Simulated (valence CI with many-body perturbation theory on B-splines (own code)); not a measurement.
**Ni VII: key properties**

Level of theory: configuration interaction combined with many-body perturbation theory (CI+MBPT): four valence electrons over a frozen Dirac-Fock core [Ar], a basis of 9 s, 9 p, 10 d, 8 f, 5 g, 3 h, 1 i functions for each j, with the one-electron correlation potential Σ1 (screened to all orders), the two-electron term Σ2, the three-electron term Σ3, Breit, model QED; selected single and double excitations, second order for the rest, scaled by the run's own slope (own B-spline code, finite nucleus).

Set against measurement, 16 paired levels are off by 460 cm⁻¹ on average, the worst by 1211. These come from a selection out of Corliss and Sugar, J. Phys. Chem. Ref. Data 10, 197 (1981). Levels without a partner in it may be off by more, other configurations by 1,000 to 8,000 cm⁻¹. The list stops below the first excitations out of the core. Only levels of the ground parity were solved; by the run's estimate the other parity begins above the list, which can be wrong where configurations are misplaced.

Rates and lifetimes use the calculated energies. Strong lines usually hold to 10 to 20 %, long lifetimes can be off by a factor of two.

**Question.** What is the ground level?

**Answer.** 3d⁴ ⁵D_0, composition 99 % 3d⁴ ⁵D.

**Question.** What is the ionisation energy?

**Answer.** 132.49 eV; NIST lists 132 ± 2 eV (theoretical).

**Question.** Name the longest-lived excited levels whose lifetime is computed, and their main decay.

**Answer.** 3d⁴ ⁵D_1 at 280 cm⁻¹ lives 846 s, mostly by M1 to 3d⁴ ⁵D_0; 3d⁴ ³H_6 at 31666 cm⁻¹ lives 245 s, mostly by M1 to 3d⁴ ³H_5; 3d⁴ ³H_5 at 31096 cm⁻¹ lives 178 s, mostly by M1 to 3d⁴ ³H_4.

**Question.** How is the term ⁵D of the ground level split?

**Answer.** J = 0 at 0, J = 1 at 280, J = 2 at 800, J = 3 at 1514, J = 4 at 2379 cm⁻¹.

**Question.** How well does LS coupling describe the low levels?

**Answer.** Among the lowest 20 levels the leading LS term, summed over configurations, holds 97 % on average. For single configurations the figures are 96 % in LS and 52 % in jj coupling. Terms mix most in the J = 4 level at 34254 cm⁻¹, where the leading one holds 88 %.
